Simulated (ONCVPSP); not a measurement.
# Ranking ONCV potentials for bromine

All share these settings but for the change named:

bromine (Br), optimised norm-conserving Vanderbilt (ONCV), made with ONCVPSP 4.0.1 (PBE, scalar-relativistic). Core [Ne], reference 3s2 3p6 3d10 4s1.75 4p5.25. Waves: 3s+4s: rc 0.95 bohr, ncon 3, nbas 7, qcut 16.2 1/bohr, 2 projectors; 3p+4p: rc 0.75 bohr, ncon 4, nbas 8, qcut 19.9 1/bohr, 2 projectors; 3d: rc 0.75 bohr, ncon 5, nbas 9, qcut 21.2 1/bohr, 1 projector. Local part: polynomial inside 0.55 bohr (lpopt 5, dvloc0 -1 Ha). Core correction: Teter function, fcfact 4.25, rcfact 1.65.

Test errors are all-electron minus pseudo excitation energies from the reference, over 3s2 3p6 3d10 4s2 4p5; 3s2 3p6 3d10 4s2 4p4; 3s2 3p6 3d10 4s2 4p3; 3s2 3p6 3d9 4s2 4p6. None of these files shows a bound ghost.

The base gives 25.6 meV.

Of 8 variants that were run, those that failed, showed a ghost or another fault, or gave nearly equal values are left out.

A variant can come out equal or close to the base, since the largest error may sit in a test that the change hardly touches while other tests move.

(1) Rank these variants by their largest absolute test error, smallest first.
A. core correction Teter function, fcfact 3.75, rcfact 1.7
B. s: qcut 14.5
C. all radii but the core radius scaled by about 0.82 (s 0.78, p 0.62, d 0.62 bohr); local potential polynomial inside 0.46 bohr (lpopt 5, dvloc0 -1 Ha)

## Answers

(1) C (0.9 meV), A (25.2 meV), B (28.8 meV).
